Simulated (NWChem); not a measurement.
**Atomisation of CH₃BO**

```
B
H 1 1.2205
H 1 1.2205 2 113.70
H 1 1.2205 2 113.70 3 -132.22
C 1 1.5285 2 104.82 4 -113.89
O 5 1.1345 4 147.33 1 180.00
```
Charge 0, spin multiplicity 1.

The numbers come from NWChem runs, not from measurements. Structure: optimised with B3LYP/def2-SVP, a minimum by its harmonic frequencies.

Basis set: def2-TZVP. The atomisation energy is electronic alone: no zero-point, thermal, spin-orbit or counterpoise terms. No value is extrapolated to the basis-set limit. Free atoms are single determinants with multiplicities B 2, H 2, O 3, C 3.

B3LYP has NWChem's definition, with VWN1-RPA local correlation. The structure started from a generated list of species. The stability of the SCF solutions was not checked. Open-shell Hartree-Fock references start from PBE0 orbitals.

Question: For the atomisation energy, HF gives 411.6 kcal/mol and LDA (SVWN5) gives 657.8 kcal/mol. What do B3LYP, PBE0, PBE give?

Answer: B3LYP: 568.4 kcal/mol; PBE0: 569.8 kcal/mol; PBE: 587.9 kcal/mol.
